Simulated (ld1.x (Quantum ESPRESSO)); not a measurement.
## Transferability test, PAW potential for Te

* Element: tellurium
* Generator: ld1.x (Quantum ESPRESSO) 7.5
* Type: PAW
* Functional: PBE
* Relativity: fully relativistic
* Frozen core: [Kr]
* Valence charge: 16
* Reference configuration: 4d10 5s2 5p3 (charge +1)
* Partial waves: 5s (bound): rcut 1.25, rcutus 1.70 bohr; 5s channel at 0.9 Ry: rcut 1.25, rcutus 1.70 bohr; 5p (bound): rcut 1.60, rcutus 1.90 bohr; 5p channel at -0.25 Ry: rcut 1.60, rcutus 1.90 bohr; 4d (bound): rcut 1.55, rcutus 1.75 bohr; 4d channel at -3.25 Ry: rcut 1.55, rcutus 1.75 bohr
* Local potential: all-electron potential smoothed inside 1.85 bohr (lloc = -1)
* Core correction: Bessel-smoothed model core inside 1.65 bohr
* Augmentation charge: PSQ, inside the norm-conserving radii

Open shells are filled in proportion to 2j + 1 (rel_dist='average').

Energies are relative to the spin-unpolarised reference configuration 4d10 5s2 5p3; without spin polarisation the order of configurations can differ from experiment.

(1) Give the all-electron excitation energy and the error of the potential for: 4d10 5s2 5p4; 4d10 5s2 5p2; 4d10 5s2 5p1; 4d9 5s2 5p4; 4d10 5s1 5p5; 4d10 5s0 5p6; 4d10 5s2 5p0.

Levels in the configuration 4d10 5s2 5p1:

```json
{"level": "4d j=3/2", "all-electron (eV)": "-73.190", "pseudo (eV)": "-73.225"}
{"level": "4d j=5/2", "all-electron (eV)": "-71.708", "pseudo (eV)": "-71.743"}
{"level": "5s j=1/2", "all-electron (eV)": "-42.676", "pseudo (eV)": "-42.682"}
{"level": "5p j=1/2", "all-electron (eV)": "-32.446", "pseudo (eV)": "-32.449"}
{"level": "5p j=3/2", "all-electron (eV)": "-31.223", "pseudo (eV)": "-31.227"}
```

The ghost test of this file was not conclusive.

Answers

(1)

```csv
valence configuration,charge,ΔE all-electron (eV),error AE − PS (meV)
4d10 5s2 5p4,0,-9.749,0.0
4d10 5s2 5p2,+2,17.949,-0.3
4d10 5s2 5p1,+3,44.876,-2.1
4d9 5s2 5p4,+1,39.467,-160
4d10 5s1 5p5,0,-0.529,-0.3
4d10 5s0 5p6,0,8.880,-1.4
4d10 5s2 5p0,+4,81.395,-8.4
```
